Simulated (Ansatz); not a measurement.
`F/C=C/[SiH3]` + H₂S → `[SiH3]/C=C\S` + H–F at 298.15 K and 1 bar (substitution at a C–F bond).

Computed with Ansatz on PBE0-D4/def2-TZVP structures; ΔE is electronic, products minus reactants. CBS: MP2 limit from def2 TZ/QZ plus the TZ coupled-cluster correction, frozen cores. This one scheme is used for every species. Double bonds are as drawn, so ΔE can hold a change between cis and trans. Each species was taken in one conformer, which may not be the lowest.

```json
{"species": "`F/C=C/[SiH3]`", "CCSD(T)/CBS energy (Eh)": "-467.94748", "H − E (kJ/mol)": "173.7", "S (J/(mol·K))": "306.8"}
{"species": "H₂S", "CCSD(T)/CBS energy (Eh)": "-398.97279", "H − E (kJ/mol)": "49.9", "S (J/(mol·K))": "205.7"}
{"species": "`[SiH3]/C=C\\S`", "CCSD(T)/CBS energy (Eh)": "-766.53607", "H − E (kJ/mol)": "194.2", "S (J/(mol·K))": "336.9"}
{"species": "H–F", "CCSD(T)/CBS energy (Eh)": "-100.39570", "H − E (kJ/mol)": "33.5", "S (J/(mol·K))": "173.6"}
```

H − E and S are ideal-gas, rigid-rotor, harmonic terms from PBE0-D4/def2-TZVP, for one conformer and one mirror image of each species. 1 Eh = 2625.50 kJ/mol, R = 8.31446 J/(mol·K).

By hand: ΔE, ΔH, ΔS and ΔG.

ΔE = (-766.53607) + (-100.39570) − (-467.94748) − (-398.97279) = -0.01150 Eh = -30.2 kJ/mol. Δ(H − E) = 194.2 + 33.5 − 173.7 − 49.9 = 4.1, so ΔH = -26.1 kJ/mol. ΔS = 336.9 + 173.6 − 306.8 − 205.7 = -2.0 J/(mol·K). ΔG = -26.1 − 298.15 × (-2.0)/1000 = -25.5 kJ/mol.

By hand: the equilibrium constant, and the temperature at which ΔG would vanish if ΔH and ΔS stayed fixed.

log₁₀ K = −ΔG/(RT ln 10) = 4.5. ΔG = 0 at ΔH/ΔS = 13050 K, far beyond where these terms or the molecules hold.

The number of gas molecules stays the same, so ΔS is small and ΔH decides. A doubt of 5 kJ/mol in ΔE shifts log₁₀ K by 0.9 here. Other conformers and mirror images would add mixing entropy, several J/(mol·K) or more a flexible species. Modes under 60 cm⁻¹, often nearly free rotors, make the harmonic entropy too high. These are equilibria of isolated gas molecules and say nothing of rates. Largest T1 diagnostic: 0.013 (customary marks: 0.02 for closed shells, 0.045 for open ones).
